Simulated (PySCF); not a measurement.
# Assigning NMR signals

Cartesian coordinates in Å; atom numbers follow the order of the lines, from 1:
```xyz
19

C     4.038    1.469   -0.691
C     2.924    1.059   -0.510
C     1.571    0.618   -0.446
N     0.752    0.682   -1.412
C     1.080    0.049    0.818
C     1.879   -0.068    1.886
O    -0.185   -0.341    0.847
Si   -1.291   -0.275   -0.350
O    -2.487   -0.927    0.542
C    -3.770   -1.157    0.072
H     5.024    1.815   -0.800
H     1.099    1.076   -2.280
H     2.904    0.250    1.852
H     1.506   -0.485    2.803
H    -1.011   -1.177   -1.464
H    -1.683    1.082   -0.720
H    -3.755   -1.810   -0.805
H    -4.350   -1.633    0.864
H    -4.254   -0.219   -0.215
```

- GIAO PBE0/pcSseg-1 shieldings
- GFN2-xTB geometry
- program: PySCF 2.14
- non-relativistic Hamiltonian, single conformer, isolated molecule, one averaged value for each set of equivalent atoms

Referencing at the same level of theory: TMS for 13C (σ = 186.93 ppm), 1H (σ = 31.72 ppm).

(1) Assign these signals to the numbered atoms. 13C{1H} NMR (computed): δ 162.9 (C), 159.8 (C), 114.0 (CH2), 94.7 (CH), 81.8 (C), 49.0 (CH3).

(2) Assign these signals to the numbered atoms. 1H NMR (300 MHz, computed): δ 10.63 (br s, 1H), 5.81 (m, 1H), 5.65 (m, 1H), 5.15 (s, 2H), 3.74 (s, 3H), 3.06 (s, 1H).

Results:

(1) 
162.9 → C5, carbon bonded to 2 C, O
159.8 → C3, carbon bonded to 2 C, N
114.0 → C6, carbon bonded to C, 2 H
94.7 → C1, carbon bonded to C, H
81.8 → C2, carbon bonded to 2 C
49.0 → C10, carbon bonded to O, 3 H

(2) 
```tsv
δ (ppm)	atoms	environment	reason
10.63	H12	hydrogen on a nitrogen bonded to C	–
5.81	H13	hydrogen on a carbon bonded to C	–
5.65	H14	hydrogen on a carbon bonded to C	–
5.15	H15/H16	hydrogen on a silicon bonded to 2 O	–
3.74	H17/H18/H19	hydrogen on a carbon bonded to O	–
3.06	H11	hydrogen on a carbon bonded to C	–
```

OH and NH positions are those of a molecule without intermolecular hydrogen bonds; in solution they move with solvent, concentration and temperature, and exchange usually removes their couplings. Shifts are as computed. Against solution values, carbons near 30 ppm lie about +3 ppm off and those near 130 ppm about +5 ppm. Of 1309 compounds with measured shifts, 239 miss one by over three times the rms of a fit or turn the order of signals round; such compounds aren't used in these exercises. Multiplicities follow the n + 1 count of equivalent neighbours, as no J values were calculated; m marks all less simple cases, F and P coupling included.
